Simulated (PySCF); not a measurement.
Caution: the highest occupied level lies above zero, so the state may not be bound.

```xyz
6

C      2.2165    -0.0001    -0.0421
C      0.9786     0.0000    -0.0186
C     -0.4813     0.0000     0.0091
H     -0.9203    -0.5896    -0.8105
H     -0.8871    -0.4221     0.9415
H     -0.9064     1.0117    -0.0795
```

Charge -1, multiplicity 1.

Problem. Give the Mulliken and meta-Löwdin atomic charges from TPSSh-D3(BJ)/def2-TZVPD // PBE0-D3(BJ)/def2-TZVPD (PySCF).

Solution. 
| atom | Mulliken (e) | meta-Löwdin (e) |
|---|---|---|
| C1 | -0.42 | -0.62 |
| C2 | -0.07 | -0.31 |
| C3 | -0.98 | -0.32 |
| H4 | 0.16 | 0.08 |
| H5 | 0.16 | 0.08 |
| H6 | 0.16 | 0.08 |
